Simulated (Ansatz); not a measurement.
Sn₂Te₃. Total charge 0; singlet. Geometry PBE0-D4/def2-SVP, basis def2-TZVP, Ansatz.

Cartesian coordinates in Å:
```
Sn 1.987 0.103 -0.306
Sn -0.871 -1.613 0.830
Te -0.722 1.079 -0.186
Te -1.911 1.527 -2.500
Te 1.517 -1.096 2.163
```

```tsv
run	HOMO (eV)	LUMO (eV)
A	-7.38	-2.06
B	-5.51	-3.69
C	-4.68	-4.03
D	-5.38	-3.63
E	-4.88	-4.25
F	-4.85	-4.11
```

In the def2 sets Sn, Te take a core potential; there is no spin–orbit coupling. LC-ωPBE has ω = 0.4 bohr⁻¹. Another isomer (singlet) lies 1.56 eV lower at PBE0-D4/def2-TZVP; other spin states weren't run for this one.

**Question.** The runs used LC-ωPBE, LDA (SPW92), PBE, PBE0, r2SCAN, r2SCAN0. Estimate which is which.

**Answer.** A LC-ωPBE (range-separated); B r2SCAN0 (25 % exact exchange); C PBE (0 % exact exchange); D PBE0 (25 % exact exchange); E LDA (SPW92) (0 % exact exchange); F r2SCAN (0 % exact exchange). Exact exchange lowers occupied and raises empty levels; among semilocal functionals meta-GGAs tend to open the gap a little, and such runs are hard to tell apart. The gap grows from 0.63 eV (LDA (SPW92)) to 5.32 eV (LC-ωPBE).
